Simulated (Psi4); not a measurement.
Computed with SAPT0/jun-cc-pVDZ, frozen core (Psi4).

Psi4 input:

```
molecule {
0 1
C 0.56245038 0.00000000 -0.00000000
O -0.56245038 -0.00000000 0.00000000
--
0 1
S 1.47343908 -2.04257693 -1.40974444
H 2.34021167 -1.11846565 -1.85387866
H 2.20374383 -2.28547392 -0.30965914
units angstrom
symmetry c1
no_reorient
no_com
}
set basis jun-cc-pvdz
set scf_type df
set freeze_core true
energy('sapt0')
```

Part of the output:

```
    SAPT Results
  --------------------------------------------------------------------------------------------------------
    Electrostatics                -22.15811801 [mEh]     -13.90442897 [kcal/mol]     -58.17613081 [kJ/mol]
      Elst10,r                    -22.15811801 [mEh]     -13.90442897 [kcal/mol]     -58.17613081 [kJ/mol]

    Exchange                       51.28621611 [mEh]      32.18258648 [kcal/mol]     134.65194185 [kJ/mol]
      Exch10                       51.28621611 [mEh]      32.18258648 [kcal/mol]     134.65194185 [kJ/mol]
      Exch10(S^2)                  49.19897906 [mEh]      30.87282546 [kcal/mol]     129.17190173 [kJ/mol]

    Induction                      -8.62605499 [mEh]      -5.41293123 [kcal/mol]     -22.64770425 [kJ/mol]
      Ind20,r                     -32.59360970 [mEh]     -20.45279887 [kcal/mol]     -85.57451048 [kJ/mol]
      Exch-Ind20,r                 28.38983134 [mEh]      17.81488812 [kcal/mol]      74.53749191 [kJ/mol]
      delta HF,r (2)               -4.42227663 [mEh]      -2.77502048 [kcal/mol]     -11.61068569 [kJ/mol]

    Dispersion                     -7.17558094 [mEh]      -4.50274502 [kcal/mol]     -18.83948515 [kJ/mol]
      Disp20                       -9.54185161 [mEh]      -5.98760228 [kcal/mol]     -25.05212795 [kJ/mol]
      Exch-Disp20                   2.36627068 [mEh]       1.48485727 [kcal/mol]       6.21264280 [kJ/mol]
      Disp20 (SS)                  -4.77092581 [mEh]      -2.99380114 [kcal/mol]     -12.52606398 [kJ/mol]
      Disp20 (OS)                  -4.77092581 [mEh]      -2.99380114 [kcal/mol]     -12.52606398 [kJ/mol]
      Exch-Disp20 (SS)              1.22219871 [mEh]       0.76694127 [kcal/mol]       3.20888227 [kJ/mol]
      Exch-Disp20 (OS)              1.14407197 [mEh]       0.71791600 [kcal/mol]       3.00376053 [kJ/mol]

  Total HF                         20.50204312 [mEh]      12.86522629 [kcal/mol]      53.82810678 [kJ/mol]
  Total SAPT0                      13.32646218 [mEh]       8.36248127 [kcal/mol]      34.98862163 [kJ/mol]
```
